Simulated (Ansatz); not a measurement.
# Multireference treatment of GeH₂, singlet

Program: Ansatz, Gaussian basis, development build. Basis cc-pVTZ, nonrelativistic, 9 orbitals frozen in the corrections. State-specific CASSCF; RHF is the lowest restricted (open-shell) Hartree–Fock solution met. Solutions may break the symmetry of the shape. The lowest solution met needn't be the lowest there is, nor hold the orbitals that a chemist would pick.

Geometry. A bond is stretched, to 1.69 times the sum of the covalent radii.

```tsv
atom	x (Å)	y (Å)	z (Å)
Ge	0.0000	-0.3182	-0.3116
H	0.0000	-0.3182	2.2340
H	0.0000	2.2274	-0.3644
```

Problem. What do CASSCF and its corrections give against RHF in CAS(4,5), and what are the occupations?

Solution. CASSCF -2.392 eV, SC-NEVPT2 -5.923 eV; occupations 1.80, 1.79, 0.21, 0.20, 0.00.

Problem. Roughly how much CPU time does a whole run from the default start take (median of such runs, summed over threads; nearly all runs on one pinned thread of a shared server, mostly Xeon at 2.3 to 2.6 GHz, by a development driver)?

Solution. CAS(4,5): about 4.2 s. Other jobs ran beside these, and the count of passes differs.
